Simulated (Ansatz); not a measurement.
Sn₉O. Total charge 0; singlet. Geometry PBE-D4/def2-SVP; atoms count from 1.

| atom | x (Å) | y (Å) | z (Å) |
| --- | --- | --- | --- |
| O1 | -3.1402 | -0.1719 | 1.1817 |
| Sn2 | -2.1168 | 1.2761 | 2.2516 |
| Sn3 | -0.2563 | -0.9470 | -0.8330 |
| Sn4 | 2.4655 | -1.1042 | -2.2094 |
| Sn5 | -0.2725 | 2.0336 | -0.0405 |
| Sn6 | 2.7805 | 1.1882 | -0.0066 |
| Sn7 | -3.0962 | -1.5349 | -0.2773 |
| Sn8 | 0.7716 | 1.3361 | -2.6808 |
| Sn9 | 0.6195 | -0.0217 | 1.9751 |
| Sn10 | 2.2449 | -2.0542 | 0.6392 |

In the def2 sets Sn takes a core potential; there is no spin–orbit coupling. The structure comes from a short search, and lower isomers may exist.

Question: Estimate the Mulliken populations from the PBE0/def2-SVP orbitals of Ansatz.

Answer: 
```csv
atom,charge (e)
O1,-0.70
Sn2,0.52
Sn3,-0.35
Sn4,0.03
Sn5,-0.13
Sn6,-0.01
Sn7,0.63
Sn8,0.07
Sn9,-0.12
Sn10,0.07
```
Mulliken values and Mayer orders depend strongly on the basis.

Question: And the Mayer bond orders between bonded heavy atoms (over 0.3)?

Answer: O1–Sn2 0.80 (2.07 Å); O1–Sn7 1.06 (2.00 Å); Sn2–Sn5 0.52 (3.04 Å); Sn2–Sn9 0.52 (3.04 Å); Sn3–Sn4 0.51 (3.05 Å); Sn3–Sn5 0.53 (3.08 Å); Sn3–Sn7 0.67 (2.95 Å); Sn3–Sn8 0.50 (3.11 Å); Sn3–Sn9 0.53 (3.08 Å); Sn3–Sn10 0.50 (3.11 Å); Sn4–Sn6 0.56 (3.19 Å); Sn4–Sn8 0.63 (3.01 Å); Sn4–Sn10 0.63 (3.01 Å); Sn5–Sn6 0.50 (3.17 Å); Sn5–Sn8 0.68 (2.92 Å); Sn5–Sn9 0.59 (3.01 Å); Sn6–Sn8 0.42 (3.35 Å); Sn6–Sn9 0.50 (3.17 Å); Sn6–Sn10 0.42 (3.35 Å); Sn9–Sn10 0.68 (2.93 Å).
